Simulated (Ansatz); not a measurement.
A set of 12 reactions (hydrogen abstraction), with CCSD(T)/CBS values in kJ/mol:

```csv
reaction,ΔE
`[SiH3][O][GeH3]` + Cl• → `[SiH2][O][GeH3]`• + HCl,-39.4
`[F][GaH][Cl]` + `[CH3]`• → `[F][Ga][Cl]`• + CH₄,-112.9
`CNC` + Cl• → `C[N]C`• + HCl,-20.5
`C#[C][SnH3]` + `[OH]`• → `C#[C][SnH2]`• + H₂O,-188.4
`[OH][InH][Cl]` + `[SiH3]`• → `[O][InH][Cl]`• + SiH₄,122.0
`CCCC` + `[CH3]`• → `C[CH]CC`• + CH₄,-24.1
`C#[C][SnH3]` + F• → `C#[C][SnH2]`• + H–F,-254.8
`[OH][InH][Cl]` + `[CH3]`• → `[O][InH][Cl]`• + CH₄,56.6
`CNC` + `[OH]`• → `C[N]C`• + H₂O,-99.5
`[CH3][SnH2][SiH3]` + F• → `[CH3][SnH][SiH3]`• + H–F,-261.6
`[OH][InH][Cl]` + `[OH]`• → `[O][InH][Cl]`• + H₂O,-0.6
`CC(F)CF` + H• → `C[C](F)CF`• + H₂,-18.6
```

Computed with Ansatz on PBE0-D4/def2-TZVP structures; ΔE is electronic, products minus reactants. CBS: MP2 limit from def2 TZ/QZ plus the TZ coupled-cluster correction, frozen cores. This one scheme is used for every species, atoms too. DFT in def2-TZVPP. No spin–orbit coupling; open shells (•) take unrestricted orbitals. Spin–orbit coupling would lower the free atoms: a little for Cl, F. def2 core potentials past Kr. Bonds to Ga, Ge, In, Sn are less sure, by a few kJ/mol each and by 10 to 20 or more in all where they break to atoms, as the def2 sets lack core-valence functions. Scalar relativity is left out up to krypton. Each species was taken in one conformer, which may not be the lowest.

(1) Give the mean, mean absolute and largest difference (level minus CCSD(T)/CBS, kJ/mol) for: LDA (SPW92), BLYP-D4, r2SCAN-D4, PBE0-D4, r2SCAN, PBE0, LC-ωPBE, HF/def2-SVP, CCSD/def2-SVP, CCSD(T)/def2-SVP, HF/def2-TZVPP, MP2/def2-QZVPP, SCS-MP2/def2-QZVPP, MP2/CBS(def2). (Estimate.)

The largest T1 diagnostic in the set is 0.019, for `C#[C][SnH2]`• (customary mark 0.045).

CCSD(T)/CBS is a level of theory with its own doubt, and the functionals carry their triple-zeta basis error, so these figures describe this set and don't rank the functionals.

## Answers

(1) Computed: 
```csv
level,mean,mean absolute,largest
LDA (SPW92),-26.6,33.2,-65.7
BLYP-D4,-14.5,14.5,-30.1
r2SCAN-D4,-9.2,9.3,-24.7
PBE0-D4,-5.8,7.6,-14.9
r2SCAN,-9.4,9.5,-24.9
PBE0,-6.4,7.8,-15.3
LC-ωPBE,-1.8,4.3,-8.6
HF/def2-SVP,28.4,50.5,114.9
CCSD/def2-SVP,11.2,19.0,37.3
CCSD(T)/def2-SVP,10.1,18.0,35.4
HF/def2-TZVPP,23.1,44.3,104.3
MP2/def2-QZVPP,1.3,14.5,30.1
SCS-MP2/def2-QZVPP,5.0,6.4,13.3
MP2/CBS(def2),0.5,16.3,33.5
```
